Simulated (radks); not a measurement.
Spherical jellium clusters: N electrons in a uniform positive sphere of charge N and radius rs N^(1/3), rs = 3.56 bohr. Calculated with a radial shooting solver with Libxc functionals: non-relativistic Kohn-Sham, PBE, spin-polarised, spherical densities. Levels are named by radial order and angular momentum (1s, 1p, 1d, 2s, ...), and open shells are averaged over m.

N = 4, configuration 1s2 1p(up 2, down 0). This is the lowest configuration that the search found. Occupied and some empty levels:

level,occupation,eigenvalue (eV),<r> (bohr)
1s up,1,-4.8685,4.189
1s down,1,-4.2610,3.895
1p up,2,-2.8701,5.340
1p down,0,-1.9922,5.398
1d up,0,-0.76755,7.222
2s up,0,-0.75171,8.929

Energy (eV): total -5.94560, kinetic 8.7063, external -87.476, Hartree 41.763, exchange-correlation -15.165, background 46.226.
